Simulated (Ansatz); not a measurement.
Born–Oppenheimer molecular dynamics of ClGaH3N (6 atoms, charge 0, multiplicity 1). It starts from a relaxed structure.

Computed with RKS B3LYP-D4/def2-SVP in Ansatz 0.2.0.

| Property | Result |
| --- | --- |
| ensemble | NVT, Langevin thermostat |
| time step | 0.5 fs |
| steps asked | 100 |
| set temperature | 700 K |
| friction | 0.02 /fs |
| seed | 992930 |

Frames 2.5 fs apart, positions in Å, forces in eV/Å.

Velocities at 20.0 fs (Å/ps):

```
Ga -3.77 0.49 -1.64
Cl -2.04 -2.93 0.72
H -15.30 -9.16 8.82
N -4.40 -1.55 3.96
H -4.85 -1.10 -9.86
H -12.61 15.09 -20.15
```

```xyz
6
Properties=species:S:1:pos:R:3:forces:R:3 time_fs=20.0 energy_less_start_eV=0.373 T=234
Ga -0.004 0.065 -0.097 -1.48 -0.56 0.37
Cl -0.165 -0.424 2.034 0.38 0.19 -0.20
H 1.275 0.179 -0.962 0.08 0.04 0.10
N -1.761 -0.140 -0.754 1.91 0.96 -2.62
H -2.535 0.321 -0.345 -1.09 0.36 1.48
H -1.796 0.322 -1.709 0.20 -0.99 0.87
6
Properties=species:S:1:pos:R:3:forces:R:3 time_fs=22.5 energy_less_start_eV=0.385 T=311
Ga -0.015 0.066 -0.098 -1.85 -0.63 0.80
Cl -0.170 -0.431 2.037 0.36 0.22 -0.25
H 1.254 0.150 -0.918 0.54 0.10 -0.24
N -1.770 -0.139 -0.746 0.92 1.62 -2.66
H -2.565 0.337 -0.338 -0.16 -0.14 0.95
H -1.806 0.314 -1.726 0.19 -1.16 1.40
6
Properties=species:S:1:pos:R:3:forces:R:3 time_fs=25.0 energy_less_start_eV=0.308 T=355
Ga -0.032 0.068 -0.092 -1.50 -0.65 0.67
Cl -0.173 -0.437 2.035 0.33 0.21 -0.14
H 1.270 0.133 -0.891 0.30 0.10 -0.14
N -1.776 -0.131 -0.750 -0.34 1.27 0.61
H -2.609 0.354 -0.308 1.36 -0.92 -0.11
H -1.783 0.239 -1.687 -0.14 -0.01 -0.89
6
Properties=species:S:1:pos:R:3:forces:R:3 time_fs=27.5 energy_less_start_eV=0.213 T=603
Ga -0.047 0.068 -0.083 -0.76 -0.58 0.15
Cl -0.178 -0.442 2.031 0.28 0.19 0.02
H 1.308 0.148 -0.881 -0.30 0.06 0.19
N -1.780 -0.116 -0.753 1.09 0.37 0.15
H -2.568 0.324 -0.281 0.08 -0.15 0.16
H -1.777 0.173 -1.718 -0.40 0.12 -0.66
6
Properties=species:S:1:pos:R:3:forces:R:3 time_fs=30.0 energy_less_start_eV=0.224 T=626
Ga -0.066 0.070 -0.076 0.11 -0.45 -0.21
Cl -0.186 -0.448 2.034 0.24 0.18 0.05
H 1.335 0.178 -0.884 -0.79 0.00 0.47
N -1.772 -0.093 -0.759 1.65 0.22 -2.14
H -2.542 0.277 -0.244 -0.77 0.25 0.32
H -1.803 0.135 -1.790 -0.44 -0.20 1.51
6
Properties=species:S:1:pos:R:3:forces:R:3 time_fs=32.5 energy_less_start_eV=0.176 T=601
Ga -0.084 0.071 -0.070 0.53 -0.42 -0.05
Cl -0.193 -0.459 2.046 0.18 0.22 -0.06
H 1.312 0.195 -0.862 -0.67 0.00 0.42
N -1.754 -0.073 -0.773 -0.67 0.59 0.96
H -2.571 0.260 -0.194 1.07 -0.62 -1.09
H -1.848 0.062 -1.770 -0.45 0.23 -0.18
6
Properties=species:S:1:pos:R:3:forces:R:3 time_fs=35.0 energy_less_start_eV=0.171 T=606
Ga -0.100 0.070 -0.065 0.40 -0.46 0.46
Cl -0.195 -0.468 2.055 0.12 0.25 -0.15
H 1.246 0.204 -0.811 0.10 0.07 0.02
N -1.735 -0.056 -0.783 -1.64 0.59 2.21
H -2.572 0.226 -0.188 1.38 -0.71 -1.15
H -1.922 0.003 -1.750 -0.35 0.25 -1.39
6
Properties=species:S:1:pos:R:3:forces:R:3 time_fs=37.5 energy_less_start_eV=0.200 T=541
Ga -0.114 0.068 -0.061 -0.09 -0.57 1.14
Cl -0.198 -0.471 2.064 0.06 0.27 -0.22
H 1.171 0.210 -0.767 1.26 0.21 -0.58
N -1.723 -0.037 -0.783 -0.33 -0.08 -1.66
H -2.503 0.138 -0.208 -1.31 0.02 0.94
H -2.014 -0.043 -1.766 0.41 0.14 0.39
6
Properties=species:S:1:pos:R:3:forces:R:3 time_fs=40.0 energy_less_start_eV=0.206 T=552
Ga -0.129 0.066 -0.057 0.77 -0.53 1.13
Cl -0.200 -0.476 2.076 0.02 0.29 -0.32
H 1.183 0.215 -0.753 0.91 0.19 -0.38
N -1.714 -0.019 -0.790 -1.47 -0.02 -1.31
H -2.502 0.073 -0.187 -0.81 -0.11 0.73
H -2.072 -0.094 -1.745 0.59 0.18 0.14
6
Properties=species:S:1:pos:R:3:forces:R:3 time_fs=42.5 energy_less_start_eV=0.262 T=414
Ga -0.143 0.062 -0.050 2.29 -0.38 0.55
Cl -0.199 -0.484 2.086 -0.01 0.30 -0.38
H 1.278 0.232 -0.758 -0.54 0.02 0.31
N -1.716 -0.009 -0.801 -3.34 0.21 1.76
H -2.542 0.032 -0.119 1.52 -0.23 -1.29
H -2.083 -0.137 -1.718 0.09 0.07 -0.95
6
Properties=species:S:1:pos:R:3:forces:R:3 time_fs=45.0 energy_less_start_eV=0.310 T=382
Ga -0.152 0.057 -0.038 2.90 -0.28 0.09
Cl -0.197 -0.492 2.091 -0.06 0.28 -0.30
H 1.347 0.245 -0.737 -1.22 -0.06 0.55
N -1.722 -0.009 -0.810 -2.60 0.16 1.65
H -2.502 0.000 -0.095 0.96 -0.17 -1.26
H -2.085 -0.183 -1.724 0.03 0.06 -0.73
6
Properties=species:S:1:pos:R:3:forces:R:3 time_fs=47.5 energy_less_start_eV=0.304 T=469
Ga -0.161 0.053 -0.025 2.71 -0.22 -0.18
Cl -0.195 -0.500 2.094 -0.12 0.24 -0.19
H 1.350 0.269 -0.684 -1.22 -0.07 0.47
N -1.736 -0.011 -0.817 -0.17 -0.04 -1.66
H -2.435 -0.050 -0.129 -1.68 -0.23 0.89
H -2.086 -0.228 -1.761 0.47 0.33 0.66
```

Of the whole run (50 fs, mean temperature of the second half 535 K): The mean temperature of the second half is 24 % below the set value. A run of 0.05 ps of so small a system gives no equilibrium averages.

Time of the run: 4.9 min on 1 thread of Arm Neoverse V2, on a shared host, peak memory 0.15 GiB.
